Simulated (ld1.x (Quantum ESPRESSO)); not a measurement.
**Sn, TM: configuration errors across variants**

| Item | Value |
| --- | --- |
| Element | tin (Sn) |
| Generator | ld1.x (Quantum ESPRESSO) 7.5 |
| Type | norm-conserving Troullier–Martins (Kleinman–Bylander form) |
| Functional | PBE |
| Relativity | scalar-relativistic |
| Frozen core | [Kr] 4d10 |
| Valence charge | 4 |
| Reference configuration | 5s2 5p2 |
| Partial waves | 5p (bound): rc 2.55 bohr; 5s (bound): rc 1.75 bohr |
| Local potential | the s channel |
| Core correction | a·sin(br)/r model core inside 1.05 bohr |

All-electron excitation energies from the reference (eV): (1) 5s2 5p1 6.875; (2) 5s2 5p0 20.827; (3) 5s1 5p0 51.798; (4) 5s1 5p2 14.524; (5) 5s1 5p3 6.978; (6) 5s2 5p2.3 -0.849; (7) 5s2 5p1.5 2.616.

4 further variants failed, have other tests or another functional or relativity, and are left out.

Errors AE − PS in meV (a dash: test not solved or not reliable):

```csv
change,(1),(2),(3),(4),(5),(6),(7),bound ghosts
base,-8.4,-64,-338,-39,-17,+0.1,-1.6,none
core correction none,+0.2,+22,+146,+5.9,+13,+0.4,-0.3,none
wave 5p (bound): rc 2.55 bohr becomes 5p (bound): rc 2.84 bohr,-8.6,-68,-353,-36,-14,+0.1,-1.6,none
```

Task: Give the same row for: all radii but the core radius scaled by about 1.04 (s 1.82, p 2.64 bohr).

Result: -8.4, -65, -342, -38, -16, +0.1, -1.6; bound ghosts: none.
